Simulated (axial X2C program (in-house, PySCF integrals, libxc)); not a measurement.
## PdSi: from the spin-free to the two-component result

All values were computed with an axial X2C code built on PySCF integrals. Spin-free means the one-electron spin-free X2C Hamiltonian; two-component (2c) means X2C with spin–orbit coupling and atomic mean-field two-electron Coulomb and Gaunt terms, so the difference of the two also holds small scalar two-electron terms. Basis: Pd dyall-cv3z [12s12p8d5f3g], Si dyall-v3z [8s7p2d1f] (cores contracted in-house); Gaussian nuclei, density fitting, unrestricted open shells. Masses: Pd 105.903 u, Si 27.977 u.

Spin-free state: M_S = 0, Λ = 0 (closed shell); fragments Pd + Si.

| level | Re (Å) | ωe (cm⁻¹) | De (eV) | μ (D) |
| --- | --- | --- | --- | --- |
| PBE0 | 2.099 | 479.8 | 2.850 | -0.16 |
| TPSSh | 2.107 | 478.6 | 3.123 | -0.25 |

Dipoles are positive if Si is the positive end.

Two-component determinant lowest at the distance of the search:

Ω = 0 (closed shell); fragments Pd + Si.

```json
{"level": "PBE0", "Re (Å)": "2.100", "ωe (cm⁻¹)": "478.6", "De (eV)": "2.854", "μ (D)": "-0.18"}
{"level": "TPSSh", "Re (Å)": "2.108", "ωe (cm⁻¹)": "477.3", "De (eV)": "3.126", "μ (D)": "-0.26"}
```

From the two tables, how do the constants change at the PBE0 level (2c against spin-free)?

At the PBE0 level Re rises by 0.001 Å and ωe falls by 1.2 cm⁻¹; De is not compared, since the atomic limits differ or miss part of their spin–orbit lowering.

The state is one determinant whose occupation by symmetry is held fixed; it was picked as the lowest of a PBE0 search that is not exhaustive. Closed shells are restricted here (equal orbitals for both partners); the stretched side of such a curve lies too high. Dissociation energies refer to the lowest single-determinant-based atoms at the same level and basis. The 2c atoms are single determinants rather than J levels; their spin–orbit lowering is only partly caught, and De is too large by that part. This holds for PBE0, TPSSh. PBE0 can misorder states that lie within some tenths of an eV, so this need not be the ground state of the molecule. The nearest other spin-free determinant of the search, M_S = 1, Λ = 1, lies 0.30 eV up at the distance of the search. Without a current term, density functionals place determinants with orbital angular momentum somewhat too high.
